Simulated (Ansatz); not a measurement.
Input file:

```yaml
crystal:
  periodic: [false, false, false]
  atoms:
    - { symbol: C, position_ang: [-0.4753, 1.3658, -0.0498] }
    - { symbol: B, position_ang: [0.1108, 0.0047, 0.3401] }
    - { symbol: C, position_ang: [0.6964, -0.2199, 1.7778] }
    - { symbol: B, position_ang: [0.219, -1.2325, -0.7649] }
    - { symbol: "N", position_ang: [-0.4277, -1.0824, -2.1791] }
    - { symbol: H, position_ang: [-0.4615, 2.1411, 0.7835] }
    - { symbol: H, position_ang: [0.0509, 1.8343, -0.9256] }
    - { symbol: H, position_ang: [-1.5513, 1.2857, -0.3414] }
    - { symbol: H, position_ang: [1.807, -0.4691, 1.7432] }
    - { symbol: H, position_ang: [0.1916, -1.0482, 2.3194] }
    - { symbol: H, position_ang: [0.6246, 0.6979, 2.4271] }
    - { symbol: H, position_ang: [0.6406, -2.2698, -0.4322] }
    - { symbol: H, position_ang: [-1.4812, -0.7731, -2.0745] }
    - { symbol: H, position_ang: [0.0433, -0.2638, -2.5947] }
basis:
  gaussian: { orbitals: STO-3G }
hamiltonian:
  xc: r2scan
  dispersion: d4
relax:
  f_tol: 0.015
  max_steps: 40
output:
  orbitals: {}
```

Launched with:

```bash
$ ansatz run input.yaml --threads 1 --pin off --max-ram 2048MiB --backend cpu --events-out ev --progress --plain --runs-dir out
```

Hardware: 1 thread of Arm Neoverse V1 (shared host).

Roughly how long does this run take, and how much memory?

120 s, with a peak of 0.14 GiB, for 30 ionic steps.
